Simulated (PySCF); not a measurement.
A PySCF script (with the pyscf-properties extension) for the NMR shieldings of SMILES C1(CC=C)=[O+][B@@H-](C)OC=C1F, C7H10BFO2, on a GFN2-xTB geometry:

```python
import basis_set_exchange as bse
import numpy as np
from pyscf import gto, dft
from pyscf.prop import nmr

atoms = """
C     2.908879   -1.356283    0.070918
C     2.031422   -0.813099   -0.749930
C     1.682792    0.653874   -0.746894
C     0.313824    0.764014   -0.139283
O    -0.691196    0.726517   -0.903235
B    -2.140192    0.601391   -0.350416
C    -2.529792   -0.970182   -0.347264
O    -2.158331    1.103496    1.118380
C    -1.087718    1.135920    1.788087
C     0.162688    0.893911    1.249661
F     1.259812    0.959432    2.050387
H     3.446925   -0.769929    0.797323
H     3.130239   -2.409340    0.045389
H     1.482371   -1.410154   -1.464212
H     1.650729    1.031229   -1.769741
H     2.406352    1.210994   -0.152142
H    -2.820585    1.327825   -0.988493
H    -2.519965   -1.380650   -1.353282
H    -1.838307   -1.559704    0.254677
H    -3.526641   -1.124770    0.056578
H    -1.172228    1.402452    2.842426
"""
names = dict.fromkeys(["C", "O", "B", "F", "H"], "pcSseg-1")
basis = {el: gto.basis.parse(bse.get_basis(n, elements=[el], fmt="nwchem")) for el, n in names.items()}
mol = gto.M(atom=atoms, basis=basis, charge=0, verbose=0)
mf = dft.RKS(mol, xc="PBE0")
mf.grids.level = 2
mf.grids.alignment = dft.numint.BLKSIZE   # the property module wants whole blocks of grid points
mf.conv_tol = 1e-9
mf.kernel()

calc = nmr.RKS(mf)   # GIAO
C = mf.mo_coeff
Co = C[:, mf.mo_occ > 0]
resp = mf.gen_response(singlet=True, hermi=2)
def vind(x):   # induced exchange potential for any number of trial vectors
    d = np.einsum("pi,xij,qj->xpq", C, 2 * x.reshape(-1, C.shape[1], Co.shape[1]), Co, optimize=True)
    return np.einsum("xpq,pi,qj->xij", resp(d - d.transpose(0, 2, 1)), C, Co, optimize=True).ravel()
mo1, _ = nmr.rhf.solve_mo1(calc, with_cphf=vind)
sigma = calc.kernel(mo1)
for i, s in enumerate(sigma):   # ppm
    print("%2d %-2s %9.2f" % (i, mol.atom_pure_symbol(i), np.trace(s) / 3))
```

Question: What does it print?

Answer: 
```
 0 C      55.99
 1 C      48.53
 2 C     142.94
 3 C      -2.34
 4 O      63.55
 5 B      93.93
 6 C     182.63
 7 O      81.65
 8 C      12.20
 9 C      34.20
10 F     371.87
11 H      25.92
12 H      25.99
13 H      25.58
14 H      28.73
15 H      28.15
16 H      27.64
17 H      31.96
18 H      31.28
19 H      31.90
20 H      23.73
```

These numbers come from an equivalent density-fitted implementation of the same equations, which agrees with the script to about 0.01 ppm for H and up to a few tenths of a ppm for heavy atoms, so last digits may differ.

Size and cost of the density-fitted run: 237 basis functions, 43 s wall time on 1 thread of an x86-64 server CPU, shared host.
